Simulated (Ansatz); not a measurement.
C2H6SeSi can be A, `C=C([SiH3])[SeH]`, or B, `C[SiH]1C[Se]1`.

Program: Ansatz. Geometries: PBE0-D4/def2-TZVP. ΔE: electronic, gas phase. CCSD(T)/CBS adds triple-zeta CCSD(T) − MP2 to the extrapolated MP2 energy (def2 sets, frozen cores). DFT in def2-TZVPP. B3LYP here is the variant with VWN-RPA as its local correlation; programs differ in this. For Se outer-core shells are correlated without core-valence functions, which leaves a few kJ/mol of doubt a bond. Scalar relativity is left out up to krypton. Each species was taken in one conformer, which may not be the lowest.

(1) Which is lower in electronic energy at CCSD(T)/CBS, and by how much? (Estimate.)

(2) Give E(B) − E(A) in kcal/mol with r2SCAN-D4, MP2/def2-TZVPP, CCSD(T)/def2-TZVPP, B3LYP-D4, PBE0-D4, ωB97M-V, HF/def2-TZVPP. (An estimate is asked.)

Largest T1 diagnostic: 0.011.

Answers

(1) Computed: B, by 33.4 kcal/mol.

(2) The calculation gave: r2SCAN-D4 -35.6, MP2/def2-TZVPP -35.2, CCSD(T)/def2-TZVPP -31.7, B3LYP-D4 -30.4, PBE0-D4 -36.6, ωB97M-V -34.3, HF/def2-TZVPP -28.3. None reverses the order clearly.

From PBE to PBE0 (25 % exact exchange), in def2-TZVPP and without D4, E(B) − E(A) moves by −1.9 kcal/mol. In def2-TZVPP, CCSD(T) changes the Hartree–Fock value by −3.4 kcal/mol (the triples alone add −0.1 kcal/mol) and MP2 by −6.9 kcal/mol.
